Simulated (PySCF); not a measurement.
sulfur tetrafluoride cation (F4S), SMILES S(F)(F)(F)F (connectivity only; charge and spin as stated), charge +1, multiplicity 2.

Coordinates come from a PBE0-D3(BJ)/def2-SVP optimisation. The multiplicity is an assumed one; other spin states were not compared.

Computed with TDA-PBE/def2-SVPD run with PySCF 2.14.0.

Vertical excitations. Isolated molecule, no solvent.

Computed excitation energies, oscillator strengths and character:
```tsv
state	energy (eV)	λ (nm)	f	main pairs
root 1	3.80	326	0.000	β HOMO→LUMO 100 %
root 2	4.00	310	0.004	β HOMO−1→LUMO 98 %
root 3	4.23	293	0.003	β HOMO−2→LUMO 99 %
root 4	4.78	259	0.001	β HOMO−3→LUMO 99 %
root 5	5.15	241	0.001	β HOMO−4→LUMO 96 %
root 6	5.58	222	0.028	α HOMO→LUMO 93 %
root 7	6.02	206	0.049	β HOMO−5→LUMO 89 %
root 8	6.13	202	0.008	β HOMO−6→LUMO 95 %
root 9	6.13	202	0.000	β HOMO−7→LUMO 100 %
root 10	7.09	175	0.007	α HOMO→LUMO+1 97 %
```
Unrestricted roots are not spin-pure.
